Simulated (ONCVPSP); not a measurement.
## Transferability test, ONCV potential for Tl (Z = 81)

```
Element                 : Tl (Z = 81)
Generator               : ONCVPSP 4.0.1
Type                    : optimised norm-conserving Vanderbilt (ONCV)
Functional              : PBE
Relativity              : scalar-relativistic
Frozen core             : [Xe] 4f14 5d10
Valence charge          : 3
Reference configuration : 6s2 6p1
Partial waves           : 6s: rc 2.15 bohr, ncon 3, nbas 6, qcut 3.3 1/bohr, 2 projectors, debl 3.9 Ha; 6p: rc 2.15 bohr, ncon 4, nbas 7, qcut 3.9 1/bohr, local
Local potential         : the p channel
Core correction         : polynomial model core, fcfact 0.45
```

Energies are relative to the spin-unpolarised reference configuration 6s2 6p1; without spin polarisation the order of configurations can differ from experiment.

Q: Give the all-electron excitation energy and the error of the potential for: 6s2 6p0; 6s1 6p0; 6s2 6p0.5; 6s0 6p3.

A:

```tsv
valence configuration	charge	ΔE all-electron (eV)	error AE − PS (meV)
6s2 6p0	+1	5.167	-29
6s1 6p0	+2	25.949	-376
6s2 6p0.5	+0.5	1.853	-5.2
6s0 6p3	0	15.211	-160
```

Levels in the configuration 6s2 6p0:

| level | all-electron (eV) | pseudo (eV) |
| --- | --- | --- |
| 6s | -16.309 | -16.438 |
